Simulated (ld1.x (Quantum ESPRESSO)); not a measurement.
## Before and after: RRKJ potential for iron

ld1.x (Quantum ESPRESSO) 7.5 input, shortened:

```
&input
   title='Fe', zed=26., rel=1, dft='PZ', iswitch=3,
   config='[Ar] 3d6 4s2 4p0'
 /
 &inputp
   pseudotype=2, tm=.false., lloc=0,
   nlcc=.false.
 /
3
4P  2  1   0.00   0.00  2.75  2.75  0.0
3D  3  2   6.00   0.00  1.90  1.90  0.0
4S  1  0   2.00   0.00  2.20  2.20  0.0
 &test
   configts(1)='3d6 4s2 4p0'
 /
```

Change: type PAW; waves now 4s (bound): rcut 1.90, rcutus 2.20 bohr; 4s channel at 0.05 Ry: rcut 1.90, rcutus 2.20 bohr; 4p (bound): rcut 2.40, rcutus 2.75 bohr; 4p channel at 0.65 Ry: rcut 2.40, rcutus 2.75 bohr; 3d (bound): rcut 1.65, rcutus 1.90 bohr; 3d channel at -0.05 Ry: rcut 1.65, rcutus 1.90 bohr; local potential all-electron potential smoothed inside 1.60 bohr (lloc = -1); core correction a·sin(br)/r model core, default radius (ld1.x builds one for every PAW set, though the input has nlcc=.false.); augmentation PSQ, inside the norm-conserving radii.

Cutoffs: the cutoffs (Ry, on a coarse ladder) from which the occupation-weighted sum of valence levels, in a spherical-Bessel basis at the reference potential, stays within 10 and 1 mRy of its value at 400 Ry; they do not see the model core or the augmentation charge, which bear on the density cutoff. Errors are all-electron minus pseudo energies relative to the spin-unpolarised reference configuration.

Predict the effect on cutoff, ghosts and configuration errors.

The potential gets softer (50 Ry and 70 Ry → 30 Ry and 45 Ry); of the 9 tests that both files solve, the error grows in 2 and shrinks in 6 by more than 15 % and 0.3 meV (median size 70.8 → 10.5 meV); the range in which the d phases agree widens (upper end 0.4 → 4.7); neither file shows a bound ghost. Several settings change at once here, so the effects cannot be laid on one of them.

| quantity | base | changed |
| --- | --- | --- |
| cutoff, loose | 50 Ry | 30 Ry |
| cutoff, tight | 70 Ry | 45 Ry |
| loose cutoff by channel (10 mRy a level) | d 45 Ry, s 8 Ry | s 6 Ry, d 25 Ry |
| bound ghosts | none | none |
| error for 3d6 4s1 4p0, meV [ΔE 8.98 eV] | +6.0 | -0.6 |
| error for 3d6 4s0 4p0, meV [ΔE 25.47 eV] | +42 | -4.9 |
| error for 3d5 4s0 4p0, meV [ΔE 60.00 eV] | -71 | -362 |
| error for 3d6 4s0 4p2, meV [ΔE 8.61 eV] | +3.3 | -1.8 |
| error for 3d7 4s1 4p0, meV [ΔE -0.83 eV] | -81 | -77 |
| error for 3d6 4s1.5 4p0, meV [ΔE 3.60 eV] | +1.0 | -0.3 |
| error for 3d4 4s0 4p0, meV [ΔE 113.38 eV] | +165 | -1904 |
| error for 3d6 4s2 4p0 (spin-polarised), meV [ΔE -3.39 eV] | +2988 | -15 |
| error for 3d6 4s1 4p0 (spin-polarised), meV [ΔE 4.81 eV] | +3110 | -11 |
| s: phases at 3.00 bohr within 0.05 rad from the reference energy up to (Ry; the scan ends near 5) | 2.0 | 3.0 |
| p: phases at 3.00 bohr within 0.05 rad from the reference energy up to (Ry; the scan ends near 5) | 3.5 | 3.1 |
| d: phases at 3.00 bohr within 0.05 rad from the reference energy up to (Ry; the scan ends near 5) | 0.4 | 4.7 |
